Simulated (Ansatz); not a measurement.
A nudged elastic band was laid between two geometries of BrH + ClH6HfN3 (13 atoms, charge 0, multiplicity 1).

The calculation used RKS PBE/def2-SVP in Ansatz 0.2.0.

```
movable images  : 5
climbing image  : yes
spring          : 5.0 eV/Å²
optimiser       : quadratic models (default)
start path      : through a guess of the saddle point
force threshold : 0.05 eV/Å
iteration limit : 60
end points      : relaxed
```

Image 0:

```xyz
13
Properties=species:S:1:pos:R:3
Hf 0.092 0.062 -0.035
Cl 0.126 0.108 2.415
N 1.983 -0.026 -0.777
H 2.686 -0.709 -0.468
H 2.422 0.600 -1.460
N -0.747 1.736 -0.827
H -1.533 1.795 -1.483
H -0.528 2.688 -0.504
N -0.914 -1.534 -0.781
H -1.868 -1.750 -0.460
H -0.611 -2.266 -1.433
Br -3.450 -0.479 1.909
H -2.086 -0.225 2.377
```

Image 6:

```xyz
13
Properties=species:S:1:pos:R:3
Hf -0.609 -0.292 -0.220
Cl 0.383 1.642 2.770
N 1.397 -0.407 0.063
H 2.104 -0.982 -0.405
H 1.843 0.133 0.818
N -1.056 1.534 -0.991
H -2.020 1.866 -1.130
H -0.418 2.315 -1.178
N -1.053 -1.617 -1.691
H -1.007 -2.637 -1.569
H -1.371 -1.420 -2.645
Br -2.023 -0.884 1.899
H -0.597 0.747 2.752
```

What changes between the two ends?

Bonds broken: Hf1–Cl2, Br12–H13. Bonds formed: Hf1–Br12, Cl2–H13. BrH + ClH6HfN3 becomes BrH6HfN3 + ClH.

Give the energies along the band, and the barrier.

The forces met the threshold. The highest image is number 3 of 0 to 6, 4.3 kcal/mol above the first end and 3.7 kcal/mol above the last; the last end lies 0.6 kcal/mol above the first. The profile has 2 maxima (images 1, 3) with wells between them (image 2): this band takes more than one step, which may be the mechanism or a detour left from its start path. A vibrational analysis at the climbing image gives one clearly imaginary mode, 61i cm⁻¹: a first-order saddle point. The orbitals stay closed-shell, which can raise the energy where a bond breaks towards radicals; this wasn't checked here.

```json
{"image": "0", "path coordinate (Å)": "0.00", "energy (kcal/mol)": "0.0", "Hf1–Cl2 (Å)": "2.45", "Br12–H13 (Å)": "1.46", "Hf1–Br12 (Å)": "4.08"}
{"image": "1", "path coordinate (Å)": "1.62", "energy (kcal/mol)": "3.4", "Hf1–Cl2 (Å)": "2.44", "Br12–H13 (Å)": "1.46", "Hf1–Br12 (Å)": "4.16"}
{"image": "2", "path coordinate (Å)": "3.24", "energy (kcal/mol)": "0.6", "Hf1–Cl2 (Å)": "2.46", "Br12–H13 (Å)": "1.47", "Hf1–Br12 (Å)": "3.77"}
{"image": "3", "path coordinate (Å)": "4.87", "energy (kcal/mol)": "4.3", "Hf1–Cl2 (Å)": "2.70", "Br12–H13 (Å)": "1.75", "Hf1–Br12 (Å)": "2.87"}
{"image": "4", "path coordinate (Å)": "5.80", "energy (kcal/mol)": "3.4", "Hf1–Cl2 (Å)": "2.89", "Br12–H13 (Å)": "1.96", "Hf1–Br12 (Å)": "2.74"}
{"image": "5", "path coordinate (Å)": "6.72", "energy (kcal/mol)": "1.4", "Hf1–Cl2 (Å)": "3.14", "Br12–H13 (Å)": "2.14", "Hf1–Br12 (Å)": "2.67"}
{"image": "6", "path coordinate (Å)": "7.65", "energy (kcal/mol)": "0.6", "Hf1–Cl2 (Å)": "3.70", "Br12–H13 (Å)": "2.33", "Hf1–Br12 (Å)": "2.62"}
```

What is the geometry of the highest image?


```xyz
13
Properties=species:S:1:pos:R:3:forces:R:3
Hf -0.394 -0.042 0.052 0.01 0.00 0.00
Cl 0.285 0.360 2.634 0.01 -0.01 0.00
N 1.621 -0.056 -0.265 0.01 0.01 0.00
H 2.110 -0.639 -0.953 0.00 0.00 0.00
H 2.325 0.467 0.271 0.00 0.00 0.00
N -0.972 1.569 -1.029 0.00 0.01 0.00
H -1.937 1.922 -1.017 0.00 0.00 0.00
H -0.398 2.176 -1.621 0.00 0.00 0.00
N -0.905 -1.655 -1.073 0.00 -0.01 0.00
H -0.752 -2.637 -0.809 0.00 0.00 0.01
H -1.423 -1.643 -1.958 0.00 0.00 0.00
Br -2.742 -0.064 1.696 0.00 0.00 0.00
H -1.247 0.243 2.545 -0.01 0.00 0.00
```

Run time: 3.8 min on 4 threads of Arm Neoverse V2 (shared host), peak memory 0.26 GiB.
